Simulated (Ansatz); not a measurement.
Geometry optimisation, RKS PBE-D4/def2-mTZVP in Ansatz 0.2.0.

Input file:

```yaml
crystal:
  periodic: [false, false, false]
  atoms:
    - { symbol: Ge, position_ang: [0.0, 0.0, 0.0] }
    - { symbol: Cl, position_ang: [0.0, 0.0, 2.57] }
    - { symbol: H, position_ang: [1.4616, 0.0, -0.5162] }
    - { symbol: H, position_ang: [-0.73, 1.2648, -0.5162] }
    - { symbol: H, position_ang: [-0.73, -1.2648, -0.5162] }
    - { symbol: "N", position_ang: [-2.0973, 0.0, 0.6969] }
    - { symbol: H, position_ang: [-2.8173, -0.6071, 0.2106] }
    - { symbol: H, position_ang: [-2.3831, 0.6071, 1.5174] }
    - { symbol: H, position_ang: [-1.4594, 0.0, 1.8686] }
basis:
  gaussian: { orbitals: def2-mTZVP }
hamiltonian:
  xc: pbe
  dispersion: d4
relax:
  f_tol: 0.15
  max_steps: 25
  restrain:
    - { distance: [0, 5], at: 3.11, k: 30.0 }
    - { distance: [8, 1], at: 2.57, k: 30.0 }
    - { distance: [0, 1], at: 2.22, k: 30.0 }
    - { distance: [8, 5], at: 1.06, k: 30.0 }
```

Launched with:

```bash
$ ansatz run input.yaml --threads 2 --pin off --max-ram 3072MiB --backend cpu --events-out ev --progress --plain --runs-dir out
```

Problem. Where does it end, and by what steps?

Solution. The run converged. The restraints hold the end off the free minimum. After 8 steps the energy has fallen by 4.051 eV (the restraints' own energy left out); H7 moved furthest, 0.78 Å. Joined: N6–H9 (1.33 → 1.04 Å).

```json
{"step": "0", "energy less start (eV)": "0.0000", "largest force component (eV/Å)": "2.784", "accepted": "yes"}
{"step": "1", "energy less start (eV)": "-0.3694", "largest force component (eV/Å)": "4.214", "accepted": "yes"}
{"step": "2", "energy less start (eV)": "-0.9627", "largest force component (eV/Å)": "5.229", "accepted": "yes"}
{"step": "3", "energy less start (eV)": "-2.2861", "largest force component (eV/Å)": "4.097", "accepted": "yes"}
{"step": "4", "energy less start (eV)": "-3.4579", "largest force component (eV/Å)": "2.303", "accepted": "yes"}
{"step": "5", "energy less start (eV)": "-3.8766", "largest force component (eV/Å)": "0.919", "accepted": "yes"}
{"step": "6", "energy less start (eV)": "-3.9402", "largest force component (eV/Å)": "1.836", "accepted": "yes"}
{"step": "7", "energy less start (eV)": "-4.0465", "largest force component (eV/Å)": "0.409", "accepted": "yes"}
{"step": "8", "energy less start (eV)": "-4.0508", "largest force component (eV/Å)": "0.490", "accepted": "yes"}
```

```xyz
9
Properties=species:S:1:pos:R:3
Ge 0.385 0.044 -0.081
Cl 0.503 -0.099 2.126
H 1.872 -0.008 -0.527
H -0.254 1.396 -0.440
H -0.383 -1.192 -0.586
N -2.541 -0.014 0.972
H -3.285 -0.703 0.822
H -3.007 0.871 1.185
H -2.047 -0.294 1.843
```

The run took 15 s on 2 threads of Arm Neoverse V2 (shared host), peak memory 0.13 GiB.
